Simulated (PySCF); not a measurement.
**Polarisability and C₆ of Nb²⁺ (niobium, charge +2)**

[Kr] 4d3, high-spin 4F determinant. All numbers are calculated (PySCF 2.14, scalar relativity through the core potential, in aug-cc-pVTZ-PP with one added diffuse shell each of s, p, d, f, g type with ECP28MDF (7s7p6d4f3g, 113 functions)). Coupled (time-dependent) response in atomic units; α is the mean over directions.

```csv
method,mean α (bohr³),C₆ (like pair),S(−4)
MN15,11.70,60.59,70.81
r2SCANh,11.31,59.88,60.75
```

S(−4) is the Cauchy moment in α(ω) = α(0) + S(−4) ω² + …

Spin-orbit coupling is absent.

α(iu) at MN15:

```
u (hartree)  α(iu) (bohr³)
          0          11.70
     0.0500          11.53
      0.100          11.06
      0.200          9.707
      0.300          8.364
      0.500          6.354
      0.750          4.741
       1.00          3.669
       1.50          2.351
       2.00          1.607
       3.00         0.8617
       5.00         0.3525
```

A single London oscillator, α(iu) = α/(1 + u²/ω²), gives C₆ = (3/4) ω α². Matching the computed C₆ needs ω = 4 × 60.59 / (3 × 11.70²) = 0.590 hartree.

For an ion, C₆ is the dispersion term alone; charge-induced terms of lower order in 1/R come first.

Energies and moments cover only the electrons outside the core potential.
